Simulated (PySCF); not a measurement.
## Vertical excitation energies

Species: octafluorocyclobutane, C4F8.
Cartesian coordinates in Å at the PBE0-D3(BJ)/def2-SVP level; atoms count from 1:
```xyz
12
C4F8 angstrom
F      0.3618   -0.9307   -1.8121
C      0.2961   -0.9450   -0.4824
F      0.6111   -2.1410   -0.0106
C     -1.0417   -0.3362    0.0360
F     -2.0338   -0.2909   -0.8393
F     -1.4386   -0.9094    1.1702
C     -0.2996    1.0101    0.2963
F     -0.5231    1.5784    1.4709
F     -0.4945    1.8804   -0.6924
C      1.0588    0.2600    0.1461
F      1.9615    0.8420   -0.6280
F      1.5823   -0.0524    1.3298
```

Theory: TDDFT PBE0/def2-SVPD, vertical, gas phase, core orbitals frozen in the response (PySCF).

```json
{"state": "S1", "λ (nm)": "178.7", "E (eV)": "6.94", "f": "0.0000", "symmetry": "–", "main configurations (H = HOMO, L = LUMO)": "H→L (99%)"}
{"state": "S2", "λ (nm)": "144.8", "E (eV)": "8.56", "f": "0.0000", "symmetry": "–", "main configurations (H = HOMO, L = LUMO)": "H→L+1 (98%)"}
{"state": "S3", "λ (nm)": "140.6", "E (eV)": "8.82", "f": "0.0007", "symmetry": "–", "main configurations (H = HOMO, L = LUMO)": "H-2/H-1→L (98%)"}
{"state": "S4", "λ (nm)": "140.5", "E (eV)": "8.82", "f": "0.0007", "symmetry": "–", "main configurations (H = HOMO, L = LUMO)": "H-2/H-1→L (98%)"}
{"state": "S5", "λ (nm)": "124.5", "E (eV)": "9.96", "f": "0.0000", "symmetry": "–", "main configurations (H = HOMO, L = LUMO)": "H→L+3 (58%), H-2/H-1→L+1 (≥32%)"}
{"state": "S6", "λ (nm)": "124.5", "E (eV)": "9.96", "f": "0.0000", "symmetry": "–", "main configurations (H = HOMO, L = LUMO)": "H→L+2 (59%), H-2/H-1→L+1 (≥31%)"}
{"state": "S7", "λ (nm)": "120.9", "E (eV)": "10.26", "f": "0.026", "symmetry": "E", "main configurations (H = HOMO, L = LUMO)": "H-2/H-1→L+1 (≥65%), H→L+3 (32%)"}
{"state": "S8", "λ (nm)": "120.8", "E (eV)": "10.26", "f": "0.026", "symmetry": "E", "main configurations (H = HOMO, L = LUMO)": "H-2/H-1→L+1 (≥66%), H→L+2 (31%)"}
{"state": "S9", "λ (nm)": "120.0", "E (eV)": "10.33", "f": "0.0012", "symmetry": "–", "main configurations (H = HOMO, L = LUMO)": "H-3→L (98%)"}
```

Triplets, Tamm–Dancoff:

```
state  E (eV)  λ (nm)  main configurations (H = HOMO, L = LUMO)
   T1    6.61   187.7                                 H→L (98%)
   T2    8.07   153.6                          H-2/H-1→L (≥97%)
   T3    8.08   153.5                          H-2/H-1→L (≥97%)
   T4    8.26   150.2                               H→L+1 (94%)
```

The lowest singlet comes at 179 nm (669 kJ/mol) in the vacuum ultraviolet; it is dark (f under 0.0005); its leading configuration is HOMO→LUMO (99%). The strongest level in the table is S7/S8 at 10.26 eV (121 nm, f = 0.052 summed). S3/S4, S5/S6 and S7/S8 lie within about 0.01 eV of each other in each set; the point group D2d has degenerate representations, and within a degenerate level the listed configurations can mix freely. Löwdin shares by element: HOMO carbon 44% (atoms not listed hold the other 56%); LUMO carbon 46% (atoms not listed hold the other 54%). Orbital energies (eV): HOMO-3 -12.92, HOMO-2 -11.42, HOMO-1 -11.41, HOMO -9.80, LUMO -1.03, LUMO+1 0.05, LUMO+2 1.37. The oscillator strengths of these states sum to 0.055; summed over the whole spectrum of an exact calculation they would give the number of electrons, 96 (Thomas–Reiche–Kuhn). The listed states span 3.39 eV, and the widest gap between neighbours is 1.62 eV (S1 to S2). Symmetry labels in D2d follow from the direction of the transition dipole and are given only for states with f of 0.002 or more. Orbitals of the list HOMO-3 to LUMO+2 that lie within 0.01 eV of each other are written together with a slash and their weights summed (≥ marks a lower bound); for degenerate orbitals outside that list single weights are arbitrary. Only the lowest 10 singlets were computed, as vertical energies without vibronic structure. The highest level found (10.40 eV, f 0.019 so far) is left out, since the window may have cut off a degenerate partner.

One conformer stands for the species.
